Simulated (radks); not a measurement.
Task: The bismuth ion Bi+ is in [Hg] 6p(1/2: 2, 3/2: 0). All-electron calculation, Dirac Kohn-Sham, PBE, spin-unpolarised, spherical densities, finite nucleus; Fermi nuclear charge, rms radius of each element as measured or else 0.836 A^(1/3) + 0.57 fm. Program: a radial shooting solver on a logarithmic mesh with Libxc functionals. Sub-shells are occupied by j as written (lower j first in brackets). One electron is removed from 5d5/2, 5d3/2, 6p1/2, 6s1/2 in turn, with full relaxation. Which removal costs least, and what does each cost?

Result: 6p1/2 16.656 eV; 6s1/2 26.112 eV; 5d5/2 39.851 eV; 5d3/2 43.003 eV. The 6p1/2 electron leaves first.
